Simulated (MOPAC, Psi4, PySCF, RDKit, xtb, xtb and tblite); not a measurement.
Two geometries of SMILES BC[SiH2]c1cccs1, relaxed at GFN2-xTB with one dihedral held; other torsions can differ between them too.

Structure A

```
17

B     -3.3728     0.4742    -0.0462
C     -1.9451     0.4257    -0.6256
Si    -0.8353    -0.1751     0.8128
C      0.9233    -0.2547     0.1654
C      1.4410     0.0182    -1.0677
C      2.8366    -0.1677    -1.1566
C      3.3759    -0.5838     0.0176
S      2.1864    -0.7539     1.2459
H     -4.0592    -0.4730    -0.0865
H     -3.7632     1.4424     0.4829
H     -1.5565     1.3913    -0.9451
H     -1.8159    -0.2813    -1.4434
H     -1.2219    -1.5147     1.2784
H     -0.8707     0.7504     1.9540
H      0.8359     0.3456    -1.8948
H      3.4091     0.0007    -2.0516
H      4.4013    -0.8025     0.2413
```

Structure B

```
17

B     -3.4545     0.6723    -0.2250
C     -1.9620     0.5204    -0.6107
Si    -0.9098    -0.2546     0.7943
C     -1.8779    -1.4333     1.8839
C     -3.1988    -1.4255     2.2255
C     -3.5631    -2.4458     3.1290
C     -2.5083    -3.2277     3.4755
S     -1.0583    -2.7278     2.7025
H     -4.2452    -0.1139    -0.5851
H     -3.8061     1.5874     0.4174
H     -1.4822     1.4777    -0.8079
H     -1.8166    -0.1051    -1.4905
H     -0.3744     0.8074     1.6628
H      0.2077    -0.9977     0.1949
H     -3.8894    -0.7021     1.8284
H     -4.5619    -2.5899     3.5014
H     -2.4905    -4.0712     4.1368
```

Question: Which is lower in energy at the level B3LYP-D3(BJ)/def2-SVP // GFN2-xTB in Psi4, and by how much?

Answer: A is lower, by 2.39 kJ/mol (dihedral B1–C2–Si3–C4: 180° in A, 30° in B).

E(B) − E(A) in kJ/mol at the other levels, on the same two geometries: GFN2-xTB (xtb and tblite) 4.88; B3LYP/def2-SVP // GFN2-xTB (Psi4) 4.40; PBE/def2-SVP // GFN2-xTB (Psi4) 3.90; PBE-D3(BJ)/def2-SVP // GFN2-xTB (Psi4) 2.67; UFF // GFN2-xTB (RDKit) 13.84; PM3, restricted, heats of formation // GFN2-xTB (MOPAC) 2.02; PM7, restricted, heats of formation // GFN2-xTB (MOPAC) 6.12; GFN1-xTB // GFN2-xTB (xtb) 2.36; restricted B3LYP/6-31G*, spherical d, density fitting // GFN2-xTB (PySCF) 3.98; restricted Hartree-Fock/LANL2DZ, with its core potentials past Ne // GFN2-xTB (PySCF) 4.92; restricted B3LYP/6-311+G**, spherical d, density fitting // GFN2-xTB (PySCF) 4.69; restricted M06-2X/6-31G*, spherical d, density fitting // GFN2-xTB (PySCF) 3.03.
